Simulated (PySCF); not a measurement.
# Working out the ionisation energy of Os⁺

Os⁺ [Xe] 4f14 5d6 6s1 (6D) → Os²⁺ [Xe] 4f14 5d6 (5D). Calculation: PySCF 2.14, in cc-pVTZ-PP with ECP60MDF (5s5p4d2f1g, 63 functions); scalar relativity through the core potential. Frozen: 5s2 5p6. Energies in hartree (1 hartree = 27.21139 eV):

| part | Os⁺ (lower) | Os²⁺ (upper) |
| --- | --- | --- |
| UHF | -89.830904 | -89.242268 |
| MP2 opposite-spin | -0.052687 | -0.044568 |
| MP2 same-spin | -0.076738 | -0.054126 |

Task: What does Hartree-Fock give?

Result: (-89.242268) − (-89.830904) = 0.588636 hartree = 16.018 eV.

Task: What do MP2 and SCS-MP2 (6/5 opposite-spin, 1/3 same-spin) give?

Result: The opposite-spin parts differ by 0.221 eV and the same-spin parts by 0.615 eV. MP2: 16.018 + (0.221) + (0.615) = 16.854 eV. SCS-MP2: 16.018 + 1.2 × (0.221) + (0.615)/3 = 16.488 eV.

Reference: 17 ± 1 eV (semi-empirical (NIST evaluation); NIST Atomic Spectra Database, ionization energies), between the lowest levels; spin-orbit coupling is absent from the calculation.

What remains against the reference includes basis incompleteness, the frozen core and correlation beyond second order.
